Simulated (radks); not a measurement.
The numbers below are computed, except where a source is named.
The oxygen anion O2-, [Ne], held by a Watson sphere: a shell of charge +2 at radius R that stands for the Madelung well of a crystal (potential energy -2/R inside, -2/r outside, in hartree with lengths in bohr). Level of theory: non-relativistic Kohn-Sham, PBEsol, spin-polarised, spherical densities, point nucleus (a radial shooting solver on a logarithmic mesh with Libxc functionals). Response by self-consistent Sternheimer equations with the Hartree and adiabatic LDA kernel. The sphere does not respond.

| R (bohr) | e(1s) (eV) | e(2s) (eV) | e(2p) (eV) | <r> 2p (bohr) | sum of <r^2> (bohr^2) | X-ray form factor at sin(theta)/lambda = 0.3 1/angstrom | alpha (bohr^3) |
|---|---|---|---|---|---|---|---|
| 1.63 | -506.04 | -23.763 | -9.128 | 1.398 | 19.06 | 4.296 | 10.06 |
| 1.8 | -506.18 | -22.866 | -8.452 | 1.442 | 20.27 | 4.214 | 11.95 |
| 1.99 | -506.21 | -21.961 | -7.743 | 1.489 | 21.61 | 4.147 | 14.46 |
| 2.12 | -506.18 | -21.401 | -7.287 | 1.519 | 22.52 | 4.115 | 16.45 |
| 2.13 | -506.18 | -21.360 | -7.254 | 1.521 | 22.59 | 4.112 | 16.62 |
| 2.76 | -505.67 | -19.262 | -5.415 | 1.656 | 27.03 | 4.044 | 30.51 |
| 2.92 | -505.50 | -18.860 | -5.036 | 1.687 | 28.18 | 4.039 | 35.43 |
| 3.81 | -504.65 | -17.274 | -3.443 | 1.851 | 35.08 | 4.038 | 78.86 |
| 3.91 | -504.57 | -17.148 | -3.309 | 1.868 | 35.92 | 4.039 | 86.05 |
